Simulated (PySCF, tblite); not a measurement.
Species: C4H6FNSi.
Cartesian coordinates in Å at the GFN2-xTB level; atoms count from 1:
```xyz
13
C4H6FNSi angstrom
C     -1.011   -1.139    0.283
C     -0.513    0.233   -0.057
C     -1.258    1.314    0.120
F     -2.513    1.268    0.609
Si     1.224    0.399   -0.769
C      2.361   -0.423    0.469
N      3.050   -0.933    1.229
H     -2.006   -1.099    0.720
H     -0.333   -1.616    0.990
H     -1.045   -1.758   -0.612
H     -0.962    2.329   -0.100
H      1.640    1.795   -0.891
H      1.362   -0.368   -2.009
```

Computed with wB97X-D/def2-SVPD in PySCF (dipole) on a GFN2-xTB geometry, gas phase.

Masses are those of the commonest isotopes; rigid-rotor values at the optimised geometry. The values belong to one conformer with, in the numbering `[CH3:1]/[C:2](=[CH:3]\[F:4])[SiH2:5][C:6]#[N:7]`, C1–C2–Si5–C6 -56°.

(1) Give the principal moments of inertia and the rotational constants in MHz.

(2) What kind of rotor is it?

(3) What does the inertial defect say?

(4) Give the other two planar moments, Paa and Pbb, and the rms extents of the mass along the axes.

(5) Where do the levels up to J = 5 lie, in K?

(6) Which types of transition are allowed, and where do some lines up to J = 4 fall?

Results:

(1) Ia = 118.14, Ib = 471.61, Ic = 512.56 u·Å²; 505379 MHz·u·Å²/I gives A = 4278, B = 1072, C = 986.0 MHz.

(2) A near-prolate asymmetric top. Ray's parameter κ = (2B − A − C)/(A − C) = -0.948; −1 is the prolate and +1 the oblate limit.

(3) Not planar: Δ = Ic − Ia − Ib = -77.19 u·Å². For a rigid frame Δ = −2 Σ m c², so Σ m c² = 38.60 u·Å² lies off the ab plane: 8.57 from hydrogen and 30.03 from heavier atoms. The atom farthest from that plane is 1.93 Å away.

(4) Paa = Σ m a² = (Ib + Ic − Ia)/2 = 433.02 and Pbb = Σ m b² = (Ia + Ic − Ib)/2 = 79.54 u·Å². With the mass M = 115.03 u, the rms extents √(P/M) along a, b and c are 1.94, 0.83, 0.58 Å.

(5) Above 0(0,0), as E/k:
J = 1: 1(0,1) 0.099, 1(1,1) 0.253, 1(1,0) 0.257
J = 2: 2(0,2) 0.296, 2(1,2) 0.446, 2(1,1) 0.458, 2(2,1) 0.920, 2(2,0) 0.920
J = 3: 3(0,3) 0.592, 3(1,3) 0.736, 3(1,2) 0.761, 3(2,2) 1.216, 3(2,1) 1.217, 3(3,1) 1.996, 3(3,0) 1.996
J = 4: 4(0,4) 0.986, 4(1,4) 1.123, 4(1,3) 1.164, 4(2,3) 1.611, 4(2,2) 1.612, 4(3,2) 2.391, 4(3,1) 2.391, 4(4,1) 3.482, 4(4,0) 3.482
J = 5: 5(0,5) 1.478, 5(1,5) 1.606, 5(1,4) 1.667, 5(2,4) 2.105, 5(2,3) 2.108, 5(3,3) 2.885, 5(3,2) 2.885, 5(4,2) 3.976, 5(4,1) 3.976, 5(5,1) 5.379, 5(5,0) 5.379
Those of J = 1 are B + C, A + C and A + B.

(6) The dipole components are |μa| = 2.00 D, |μb| = 2.18 D, |μc| = 1.60 D. The squared components, which scale the intensities, stand as 0.84 : 1.00 : 0.54 (a : b : c). Some lines, for components of 0.1 D or more:

| type | branch | J(Ka,Kc) | MHz | lower level (cm⁻¹) |
| --- | --- | --- | --- | --- |
| a | Q | 3(1,2) ← 3(1,3) | 514 | 0.512 |
| b | R | 3(0,3) ← 2(1,2) | 3044 | 0.310 |
| c | Q | 2(1,2) ← 2(0,2) | 3122 | 0.206 |
| c | Q | 1(1,1) ← 1(0,1) | 3206 | 0.069 |
| b | Q | 4(1,3) ← 4(0,4) | 3698 | 0.685 |
| b | R | 4(0,4) ← 3(1,3) | 5214 | 0.512 |
| a | R | 4(1,4) ← 3(1,3) | 8056 | 0.512 |
| a | R | 4(0,4) ← 3(0,3) | 8213 | 0.412 |
| a | R | 4(3,1) ← 3(3,0) | 8234 | 1.387 |
| c | Q | 3(2,2) ← 3(1,2) | 9491 | 0.529 |
| b | Q | 3(2,1) ← 3(1,2) | 9500 | 0.529 |
| b | Q | 4(2,3) ← 4(1,4) | 10178 | 0.780 |
| c | R | 2(2,0) ← 1(1,0) | 13821 | 0.178 |
| c | R | 2(2,1) ← 1(1,1) | 13905 | 0.176 |
| c | R | 3(2,2) ← 2(1,2) | 16048 | 0.310 |
| c | Q | 4(3,2) ← 4(2,2) | 16225 | 1.121 |
| c | Q | 3(3,1) ← 3(2,1) | 16237 | 0.846 |
| b | Q | 3(3,0) ← 3(2,1) | 16237 | 0.846 |
| b | R | 4(2,2) ← 3(1,3) | 18259 | 0.512 |
| b | R | 3(3,1) ← 2(2,0) | 22417 | 0.639 |
| c | R | 3(3,0) ← 2(2,0) | 22417 | 0.639 |
| b | R | 3(3,0) ← 2(2,1) | 22419 | 0.639 |
| b | Q | 4(4,1) ← 4(3,2) | 22740 | 1.662 |
| c | R | 4(3,2) ← 3(2,2) | 24479 | 0.845 |
| b | R | 4(3,1) ← 3(2,2) | 24480 | 0.845 |
| b | R | 4(4,1) ← 3(3,0) | 30973 | 1.387 |

Its GFN2-xTB frequencies are all real (lowest 29 cm⁻¹). Zero-point vibration and centrifugal distortion are left out. A rigid rotor knows nothing of internal rotation, which can split or shift real lines. Quadrupole hyperfine structure (14N) is left out.
